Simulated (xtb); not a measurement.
xtb input (GFN2-xTB):

```bash
xtb mol.xyz --gfn 2 --ohess tight --chrg 1 --uhf 0
```
mol.xyz:
```
7

O      1.16963233    -0.10428293     1.13265132
B      0.15659014    -0.12105442     0.29221543
O     -1.05466303    -0.97412013     0.63054371
Cl     0.00190631     0.73678526    -1.12384950
H      1.23107871    -0.64560992     1.98608228
H     -1.82667399    -0.98447363     0.00280211
H     -1.16350781    -1.50847039     1.45450495
```

Output:

```
           -------------------------------------------------
          |                Calculation Setup                |
           -------------------------------------------------

           -------------------------------------------------
          |                 G F N 2 - x T B                 |
           -------------------------------------------------

        Reference                      10.1021/acs.jctc.8b01176
      * Hamiltonian:
        H0-scaling (s, p, d)           1.850000    2.230000    2.230000
        zeta-weighting                 0.500000
      * Dispersion:
        s8                             2.700000
        a1                             0.520000
        a2                             5.000000
        s9                             5.000000
      * Repulsion:
        kExp                           1.500000    1.000000
        rExp                           1.000000
      * Coulomb:
        alpha                          2.000000
        third order                    shell-resolved
        anisotropic                    true
        a3                             3.000000
        a5                             4.000000
        cn-shift                       1.200000
        cn-exp                         4.000000
        max-rad                        5.000000

          ...................................................
          :                      SETUP                      :
          :.................................................:
          :  # basis functions                  25          :
          :  # atomic orbitals                  24          :
          :  # shells                           12          :
          :  # electrons                        24          :
          :  max. iterations                   250          :
          :  Hamiltonian                  GFN2-xTB          :
          :  restarted?                      false          :
          :  GBSA solvation                  false          :
          :  PC potential                    false          :
          :  electronic temp.          300.0000000     K    :
          :  accuracy                    1.0000000          :
          :  -> integral cutoff          0.2500000E+02      :
          :  -> integral neglect         0.1000000E-07      :
          :  -> SCF convergence          0.1000000E-05 Eh   :
          :  -> wf. convergence          0.1000000E-03 e    :
          :  Broyden damping             0.4000000          :
          :  net charge                          1          :
          :  unpaired electrons                  0          :
          ...................................................

 iter      E             dE          RMSdq      gap      omega  full diag
   1    -15.0810522 -0.150811E+02  0.744E+00    6.06       0.0  T
   2    -15.1243847 -0.433325E-01  0.441E+00    5.29       1.0  T
   3    -15.1299354 -0.555074E-02  0.110E+00    5.93       1.0  T
   4    -15.1319422 -0.200684E-02  0.584E-01    5.58       1.0  T
   5    -15.1322908 -0.348586E-03  0.351E-01    5.77       1.0  T
   6    -15.1328547 -0.563898E-03  0.150E-01    5.67       1.0  T
[...]
  moments of inertia/u·Å² :        0.5612167E+02   0.1068056E+03   0.1626925E+03
rotational constants/cm⁻¹ :        0.3003766E+00   0.1578348E+00   0.1036165E+00

 * 6 selected distances

     #   Z          #   Z                                           value/Å
     1   8 O        2   5 B                                       1.2850488
     2   5 B        3   8 O                                       1.5386570
     2   5 B        4  17 Cl                                      1.6831307 (max)
     1   8 O        5   1 H                                       0.9593466 (min)
     3   8 O        6   1 H                                       0.9750188
     3   8 O        7   1 H                                       0.9742922

 * 3 distinct bonds (by element types)

   Z      Z             #   av. dist./Å        max./Å        min./Å
   1 H    8 O           3     0.9695525     0.9750188     0.9593466
   5 B    8 O           2     1.4118529     1.5386570     1.2850488
   5 B   17 Cl          1     1.6831307     1.6831307     1.6831307

           -------------------------------------------------
          |               Frequency Printout                |
           -------------------------------------------------
Molecule has no symmetry elements
It seems to be the C1 point group
 projected vibrational frequencies (cm⁻¹)
eigval :       -0.00     0.00     0.00     0.00     0.00     0.00
eigval :      179.59   275.23   339.94   386.99   443.49   511.83
eigval :      548.42   610.79   667.81   790.87  1353.14  1460.95
eigval :     3349.86  3351.62  3544.39
 reduced masses (amu)
   1: 13.82   2: 32.88   3: 23.23   4: 25.60   5: 17.11   6: 17.06   7:  3.43   8: 15.42
   9: 16.85  10:  4.69  11: 10.29  12:  5.41  13: 13.05  14: 10.68  15:  4.92  16:  9.47
  17:  2.37  18: 12.00  19:  1.71  20:  1.98  21:  1.91
 IR intensities (km·mol⁻¹)
   1: 33.34   2:  3.45   3: 10.76   4:  1.86   5:  3.75   6: 27.64   7:116.43   8: 24.90
   9:  8.14  10:187.17  11: 23.78  12:298.27  13:166.63  14: 65.05  15:224.96  16:268.36
  17:273.20  18:391.13  19:111.61  20:156.58  21:189.88
 Raman intensities (Ä⁴*amu⁻¹)
   1:  0.00   2:  0.00   3:  0.00   4:  0.00   5:  0.00   6:  0.00   7:  0.00   8:  0.00
   9:  0.00  10:  0.00  11:  0.00  12:  0.00  13:  0.00  14:  0.00  15:  0.00  16:  0.00
  17:  0.00  18:  0.00  19:  0.00  20:  0.00  21:  0.00
 output can be read by thermo (or use thermo option).
 writing <g98.out> molden fake output.
 recommended (thermochemical) frequency scaling factor: 1.0
           -------------------------------------------------
          |             Thermodynamic Functions             |
           -------------------------------------------------

c1  symmetry found (for desy threshold:  0.10E+00) used in thermo

          ...................................................
          :                      SETUP                      :
          :.................................................:
          :  # frequencies                          15      :
          :  # imaginary freq.                       0      :
          :  linear?                             false      :
          :  only rotor calc.                    false      :
          :  symmetry                               c1      :
          :  rotational number                       1      :
          :  scaling factor                  1.0000000      :
          :  rotor cutoff                   50.0000000 cm⁻¹ :
          :  imag. cutoff                  -20.0000000 cm⁻¹ :
          :.................................................:

    mode    ω/cm⁻¹     T·S(HO)/kcal·mol⁻¹    T·S(FR)/kcal·mol⁻¹   T·S(vib)
   ------------------------------------------------------------------------
       1    179.59    -0.69547 ( 99.40%)    -0.67750 (  0.60%)    -0.69536
       2    275.23    -0.46604 ( 99.89%)    -0.55111 (  0.11%)    -0.46613
   ------------------------------------------------------------------------

   temp. (K)  partition function   enthalpy   heat capacity  entropy
                                   cal/mol     cal/K/mol   cal/K/mol   J/K/mol
 298.15  VIB   5.17                 1752.111     13.193      9.142
         ROT  0.754E+05              888.752      2.981     25.300
         INT  0.390E+06             2640.863     16.174     34.442
         TR   0.709E+27             1481.254      4.968     39.083
         TOT                        4122.1172    21.1422    73.5243   307.6258

       T/K    H(0)-H(T)+PV         H(T)/Eh          T*S/Eh         G(T)/Eh
   ------------------------------------------------------------------------
    298.15    0.656901E-02    0.471544E-01    0.349338E-01    0.122206E-01
   ------------------------------------------------------------------------

         :::::::::::::::::::::::::::::::::::::::::::::::::::::
         ::                  THERMODYNAMIC                  ::
         :::::::::::::::::::::::::::::::::::::::::::::::::::::
         :: total free energy         -15.055675151860 Eh   ::
         ::.................................................::
         :: total energy              -15.067895778125 Eh   ::
         :: zero point energy           0.040585394060 Eh   ::
         :: G(RRHO) w/o ZPVE           -0.028364767795 Eh   ::
         :: G(RRHO) contrib.            0.012220626265 Eh   ::
         :::::::::::::::::::::::::::::::::::::::::::::::::::::
Note: The following floating-point exceptions are signalling: IEEE_UNDERFLOW_FLAG IEEE_DENORMAL
normal termination of xtb

optimized geometry written to: xtbopt.xyz

           -------------------------------------------------
          | TOTAL ENERGY              -15.067895778125 Eh   |
          | TOTAL ENTHALPY            -15.020741372146 Eh   |
          | TOTAL FREE ENERGY         -15.055675151860 Eh   |
          | GRADIENT NORM               0.000145213979 Eh/α |
          | HOMO-LUMO GAP               5.654751799879 eV   |
           -------------------------------------------------

------------------------------------------------------------------------
------------------------------------------------------------------------
 total:
 SCF:
 ANC optimizer:
 analytical hessian:
```

It need not be the lowest isomer of its formula.
